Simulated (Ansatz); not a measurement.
A calculation with Ansatz (development build ahead of 0.2.0).

```yaml
crystal:
  periodic: [false, false, false]
  atoms:
    - { symbol: Cr, position_ang: [0.0, 0.0, 0.0] }
    - { symbol: V, position_ang: [0.0, 0.0, 2.56] }
basis:
  gaussian: { orbitals: pcseg-2 }
magnetization:
  spin_polarized: true
  initial_magnetization: 9
hamiltonian:
  xc: hf
```

The input is written out in the form of the current development build from the run's settings.

Results

```yaml
Converged: yes
Total_energy: -1986.18309 hartree
Spin_squared_of_the_determinant: 24.804
Stability_test: minimum
```

Caution: another spin multiplicity may lie lower.
